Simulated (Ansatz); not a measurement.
A run for Ansatz (a first-principles code): R-BLYP/def2-TZVPP on BF2HSe (SMILES FB(F)[SeH]), a point of a torsion scan.

Ansatz 0.2 input:
```yaml
crystal:
  periodic: [false, false, false]
  atoms:
    - {symbol: F, position_ang: [-1.22978815, 1.12925138, 0.08999227]}
    - {symbol: B, position_ang: [-0.63630854, -0.03350391, 0.03874325]}
    - {symbol: F, position_ang: [-1.42389911, -1.06582537, -0.13607796]}
    - {symbol: Se, position_ang: [1.24202519, -0.27396478, 0.47831545]}
    - {symbol: H, position_ang: [0.98808514, -1.21250333, 1.53967339]}
basis:
  gaussian:
    orbitals: def2-TZVPP
hamiltonian:
  xc: {name: BLYP}
scf: {lower_state_search: off}
```

The log:

```
WARN ansatz: RAYON_NUM_THREADS=1 ignored (pool sized by the plan → 1); use --threads N
Functional definition: BLYP
these checks for a lower state are left out or cut short: stability, starts, cluster_reference, orbital_swaps, neighbouring_geometries, increment
integrals: 0.06 GiB planned
927 factors; their error is unknown
mean field: 0.47 GiB planned
mean field evaluation 1: about -71479.5973 eV, gradient 4.7e1 eV
mean field evaluation 2: about -71472.4556 eV, gradient 8.6e1 eV
mean field evaluation 4: about -71482.5378 eV, gradient 2.2e0 eV
mean field evaluation 8: about -71482.5156 eV, gradient 1.7e-1 eV
mean field evaluation 16: about -71482.5157 eV, gradient 8.1e-6 eV
mean field -71482.51565373 eV, -2626.9339976851 hartree, gradient 3.0e-6 eV, S^2 0.000000; 0 other end points of the search recorded, 0 dependent functions left out
reference -71482.51594653 eV, -2626.9340084455 hartree; 29, 29 occupied and 126, 126 virtual orbitals, 927 factors
Total energy: -71482.51594653 eV, -2626.9340084455 hartree
Checks for a lower state left out: stability, starts, cluster_reference, orbital_swaps, neighbouring_geometries, increment
```

Self-consistency was reached.

Cost: very roughly 1.2 core-seconds.
